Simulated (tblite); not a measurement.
Species: C₄H₉F₃N₂Si.
Structure used (GFN2-xTB), in Å, numbered top down from 1:
```
atom  x, y, z in Å
C1     2.9817   -0.9470    0.0652
C2     1.7880   -0.0950   -0.1791
N3     0.7393   -0.2749    0.4976
N4    -0.3592    0.5076    0.3492
Si5   -0.5255    1.9055   -0.6915
C6    -1.4964   -0.0963    0.9835
C7    -2.2501   -1.0146    0.0236
F8    -2.7350   -0.3443   -1.0355
F9    -3.3048   -1.5953    0.6206
F10   -1.4927   -2.0007   -0.4649
H11    2.7494   -1.7080    0.8039
H12    3.2965   -1.4244   -0.8617
H13    3.8090   -0.3347    0.4242
H14    1.8773    0.6765   -0.9497
H15   -1.8002    2.4790   -0.2782
H16    0.5938    2.7866   -0.3597
H17   -0.5216    1.5362   -2.1066
H18   -2.2032    0.6614    1.3274
H19   -1.1560   -0.7083    1.8244
```

Computed with GFN2-xTB (tblite): harmonic, unscaled wavenumbers at the GFN2-xTB geometry, gas phase. This tight-binding method is rough: wavenumbers can miss measured ones by several per cent, in bad cases by 10 to 20. Modes of hydrogen on silicon can be 10 to 20 % off. One conformer, not necessarily the lowest.

Harmonic wavenumbers (cm⁻¹): 27.5, 48.5, 77.2, 113.2, 142.5, 156.7, 201.3, 226.3, 243.7, 299.9, 328.3, 379.6, 409.4, 470.2, 472.2, 538.4, 567.2, 589.6, 643.8, 699.1, 764.0, 784.5, 803.0, 807.1, 859.4, 910.4, 974.7, 1029.3, 1058.0, 1066.3, 1130.2, 1164.0, 1177.3, 1185.9, 1267.6, 1292.3, 1309.3, 1390.6, 1405.4, 1463.6, 1466.0, 1733.1, 2265.4, 2275.3, 2312.5, 2895.2, 2966.6, 2982.9, 2996.5, 3015.0, 3064.2.

A = 1581, B = 753.0, C = 585.3 MHz; mass 170.049 u (most abundant isotopes); point group C1, symmetry number 1.

**Question.** What is the zero-point energy?

**Answer.** Half the sum of the wavenumbers: 28225 cm⁻¹ = 337.64 kJ/mol.

**Question.** What is S at 273.15 K and 1 bar for an ideal gas of classical rigid rotors and harmonic oscillators?

**Answer.** Translation 171.09, rotation 126.57, vibration 151.52: S = 449.2 J/(mol K).

**Question.** And Cp and H(273.15 K) − H(0)?

**Answer.** Cp = 180.57 J/(mol K), of which vibrations give 147.31 (their classical limit is 51 R = 424.0); H(273.15 K) − H(0) = 30.22 kJ/mol without the zero-point energy, 21.14 from vibrations.

**Question.** Blend soft modes into free rotors: weight 1/[1 + (100 cm⁻¹/ν̃)⁴] for the oscillator and the rest for a rotor with moment μB/(μ + B), μ = h/(8π²ν), B = 10⁻⁴⁴ kg m². What vibrational entropy results?

**Answer.** 136.26 J/(mol K) in place of 151.52, which changes −T·S at 273.15 K by +4.17 kJ/mol.

**Question.** Which modes carry the vibrational entropy at 273.15 K?

**Answer.** 27.5 cm⁻¹: 24.39; 48.5 cm⁻¹: 19.68; 77.2 cm⁻¹: 15.85; 113.2 cm⁻¹: 12.74; 142.5 cm⁻¹: 10.89; 156.7 cm⁻¹: 10.14 J/(mol K); the other 45 give 57.83 together.

**Question.** How do the functions run with temperature in this model?

**Answer.** 
```csv
T (K),S (J/(mol K)),Cp (J/(mol K)),H − H(0) (kJ/mol),G − H(0) (kJ/mol),ln q(vib)
50,264.0,63.8,2.36,-10.84,1.08
100,317.6,93.6,6.31,-25.45,2.83
298.15,465.5,192.1,34.88,-103.91,9.77
373.15,512.1,224.2,50.52,-140.59,12.27
500,584.2,268.7,81.91,-210.22,16.35
750,705.5,328.2,157.15,-371.95,23.81
1000,805.4,365.3,244.19,-561.18,30.50
```

q(vib) and H(0) count from the zero-point level.

**Question.** What must be added to the electronic energy to get the Gibbs energy at 273.15 K and 1 bar?

**Answer.** ZPE + [H(273.15 K) − H(0)] − T·S = 337.64 + 30.22 − 122.70 = 245.16 kJ/mol.

Hindered rotation and anharmonicity are outside this model. Other conformers, if any are populated, would add a mixing term that is left out. The structure is chiral; the term R ln 2 for an equal mix with its mirror image is left out.

Time: 0.7 s. Hardware: one thread, Arm Neoverse V2 (aarch64), shared host with 32 logical CPUs at a one-minute load of 23. This covers the Hessian and the dipole derivatives.
